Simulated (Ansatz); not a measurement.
Species: MoH5 (charge 0, doublet). The spin state was set by rule; other spins were not relaxed. 
Geometry from a B3LYP-D3(BJ)/def2-TZVP (Ansatz, a quantum-chemistry and plane-wave program) optimisation:
SMILES: [MoH5]
```xyz
6

Mo     0.0359     0.0055    -0.0157
H      0.5949     1.3471    -0.9116
H     -1.0824     0.3815     1.1428
H      0.7019    -0.1992     1.5155
H     -1.5709    -0.3261    -0.2217
H     -0.1505    -1.4341    -0.8658
```
Charge 0, spin multiplicity 2.

Total electronic energies in hartree. Correlated levels leave the core frozen unless marked. UHF or UKS for open shells. Spin-orbit coupling is left out. Frozen are the shells of the preceding noble gas and the d and f shells that filled before the atom's block. In def2 rows, elements after Kr have scalar-relativistic effective core potentials. CBS marks a two-point X^-3 extrapolation of the correlation energy; Hartree-Fock from the larger set. The bracket is a focal-point correction in the basis named.

| level | program | energy (Eh) |
|---|---|---|
| RI-HF/def2-TZVPP | Ansatz | -70.28472 |
| revPBE-D4/def2-TZVPD | Ansatz + dftd4 | ___ |
| PBE0-D3(BJ)/def2-TZVPD | Ansatz + dftd3 | -71.06048 |
| LC-wPBE/def2-TZVPD | Ansatz | ___ |
| wB97X/def2-TZVPD | Ansatz | -71.05959 |
| B2GP-PLYP-D4/def2-TZVPD | Ansatz + dftd4 | ___ |
| B2PLYP/def2-TZVPD | Ansatz | -70.87121 |
| CCSD/def2-TZVPPD | Ansatz | -70.58928 |
| RI-MP2/CBS(def2-TZVPPD,def2-QZVPPD)+[CCSD(T)-MP2]/def2-TZVPPD | Ansatz | -70.6303 |

Q: What belongs in the gaps?

A: 
- revPBE-D4/def2-TZVPD, energy (Eh): -71.16410
- LC-wPBE/def2-TZVPD, energy (Eh): -71.08836
- B2GP-PLYP-D4/def2-TZVPD, energy (Eh): -70.81827
